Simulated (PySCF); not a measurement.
First SCF of a structure search on singlet MoFCl, at a hand-made linear geometry. PySCF input:

```python
from pyscf import gto, scf, dft
mol = gto.M(atom='''
Mo     0.000000     0.000000     0.000000
F      0.000000     0.000000    -2.020000
Cl     0.000000     0.000000     2.370000''',
    basis={'Mo': 'def2-TZVP', 'F': 'def2-TZVP', 'Cl': 'def2-TZVP'},
    ecp={'Mo': 'def2-TZVP'},
    charge=0, spin=0)
mf = dft.RKS(mol, xc='PBE0')
mf.grids.atom_grid = (50, 194)
aux = {'Mo': 'def2-universal-JKFIT', 'F': 'def2-universal-JKFIT', 'Cl': 'def2-universal-JKFIT'}
mf = mf.density_fit(auxbasis=aux)
mf.conv_tol = 1e-08
mf.diis_space = 10
mf.max_cycle = 60
mf.init_guess = 'minao'
mf.verbose = 4
mf.kernel()
```

Excerpt of the output (cycles and frontier levels):

```
init E= -621.451303442417
  HOMO = -0.425189885067684  LUMO = -0.409370973802189  gap/eV = 0.43045
cycle= 1 E= -627.853764712262  delta_E= -6.4  |g|= 0.774  |ddm|= 3.65
  HOMO = -0.100907483290756  LUMO = -0.0784041842237883  gap/eV = 0.61235
cycle= 2 E= -627.641894342257  delta_E= 0.212  |g|= 1.39  |ddm|= 1.11
  HOMO = -0.157143446720649  LUMO = -0.112267424433442  gap/eV = 1.22114
cycle= 3 E= -627.954006943268  delta_E= -0.312  |g|= 0.312  |ddm|= 0.659
  HOMO = -0.213046204716372  LUMO = -0.147863115355526  gap/eV = 1.77372
cycle= 4 E= -627.971802145169  delta_E= -0.0178  |g|= 0.105  |ddm|= 0.246
  HOMO = -0.200215388618491  LUMO = -0.13790399960653  gap/eV = 1.69558
cycle= 5 E= -627.973995612412  delta_E= -0.00219  |g|= 0.0502  |ddm|= 0.102
  HOMO = -0.202772409444131  LUMO = -0.139601741243394  gap/eV = 1.71896
cycle= 6 E= -627.974650328246  delta_E= -0.000655  |g|= 0.00383  |ddm|= 0.0378
  HOMO = -0.202971236869009  LUMO = -0.139789727328168  gap/eV = 1.71926
cycle= 7 E= -627.974653995812  delta_E= -3.67e-06  |g|= 0.000646  |ddm|= 0.00335
  HOMO = -0.202961672978565  LUMO = -0.13977336359359  gap/eV = 1.71944
cycle= 8 E= -627.974654083567  delta_E= -8.78e-08  |g|= 0.000322  |ddm|= 0.000582
  HOMO = -0.202958901456915  LUMO = -0.139771994447767  gap/eV = 1.71940
cycle= 9 E= -627.974654101961  delta_E= -1.84e-08  |g|= 8.64e-05  |ddm|= 0.000189
  HOMO = -0.202966035281453  LUMO = -0.139776727737113  gap/eV = 1.71947
cycle= 10 E= -627.974654103497  delta_E= -1.54e-09  |g|= 4.46e-06  |ddm|= 5.28e-05
  HOMO = -0.202966699772665  LUMO = -0.139777241919705  gap/eV = 1.71947
Extra cycle  E= -627.974654103489  delta_E= 7.5e-12  |g|= 8.06e-06  |ddm|= 7.79e-06
converged SCF energy = -627.974654103489
```

This is not the lowest solution: all starts ended here, but a stability analysis within the same restricted form found one 27.2 kJ/mol lower, at -627.98500 Eh.

Stability towards spin polarisation was not tested.

The search for the lowest solution, 3 starts and the stability check together, took 11 s on 2 threads of a shared Arm Neoverse V2 host, with 108 basis functions; the process peaked at 0.4 GiB.
